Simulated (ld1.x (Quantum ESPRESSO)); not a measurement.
What one change does to a pseudopotential (oxygen (O), PAW)

oxygen (O), PAW, made with ld1.x (Quantum ESPRESSO) 7.5 (Wu–Cohen, non-relativistic). Core [He], reference 2s2 2p3.5 (charge +0.5). Waves: 2s (bound): rcut 0.80, rcutus 1.00 bohr; 2s channel at 0.6 Ry: rcut 0.80, rcutus 1.00 bohr; 2p (bound): rcut 1.25, rcutus 1.50 bohr; 2p channel at -0.1 Ry: rcut 1.25, rcutus 1.50 bohr; 3d channel at -0.15 Ry: rcut 0.90, rcutus 1.25 bohr; 3d channel at 0.95 Ry: rcut 0.90, rcutus 1.25 bohr. Local part: all-electron potential smoothed inside 1.10 bohr (lloc = -2). Core correction: Bessel-smoothed model core, default radius (core density twice the valence density). Augmentation charge: PSQ, radius 0.85 bohr.

All-electron outer shells of the reference configuration (Wu–Cohen, non-relativistic, ld1.x):

| shell | level (eV) | outermost node (bohr) | outermost maximum (bohr) |
| --- | --- | --- | --- |
| 2s | -31.21 | 0.28 | 0.87 |
| 2p | -16.26 | – | 0.80 |

Change: scalar-relativistic.

Cutoffs: the cutoffs (Ry, on a coarse ladder) from which the occupation-weighted sum of valence levels, in a spherical-Bessel basis at the reference potential, stays within 10 and 1 mRy of its value at 400 Ry; they do not see the model core or the augmentation charge, which bear on the density cutoff. Errors are all-electron minus pseudo energies relative to the spin-unpolarised reference configuration.

Problem. What does the change do?

Solution. The potential gets neither clearly harder nor softer (35 Ry and 55 Ry → 35 Ry and 55 Ry); of the 7 tests that both files solve, the error grows in 5 and shrinks in 1 by more than 15 % and 0.3 meV (median size 1.5 → 1.0 meV); neither file shows a bound ghost.

| quantity | base | changed |
| --- | --- | --- |
| cutoff, loose | 35 Ry | 35 Ry |
| cutoff, tight | 55 Ry | 55 Ry |
| bound ghosts | none | none |
| error for 2s2 2p4, meV [ΔE -6.28 eV] | 0.0 | +0.4 |
| error for 2s2 2p3, meV [ΔE 10.14 eV] | -0.2 | -0.7 |
| error for 2s2 2p2, meV [ΔE 43.72 → 43.71 eV] | -3.0 | -4.3 |
| error for 2s2 2p4.3, meV [ΔE -8.39 → -8.39 eV] | -0.1 | +0.6 |
| error for 2s2 2p1, meV [ΔE 97.57 → 97.55 eV] | -9.4 | -11 |
| error for 2s0 2p6, meV [ΔE 23.34 → 23.45 eV] | -1.5 | -1.6 |
| error for 2s2 2p0, meV [ΔE 174.38 → 174.36 eV] | +1.6 | -1.0 |
| s: phases at 1.65 bohr within 0.05 rad from the reference energy up to (Ry; the scan ends near 5) | to the end of the scan | to the end of the scan |
| p: phases at 1.65 bohr within 0.05 rad from the reference energy up to (Ry; the scan ends near 5) | to the end of the scan | to the end of the scan |
| d: phases at 1.65 bohr within 0.05 rad from the reference energy up to (Ry; the scan ends near 5) | to the end of the scan | to the end of the scan |
| lowest overlap eigenvalue by channel | s 0.57, p 1.00, d 0.98 | s 0.57, p 1.00, d 0.98 |
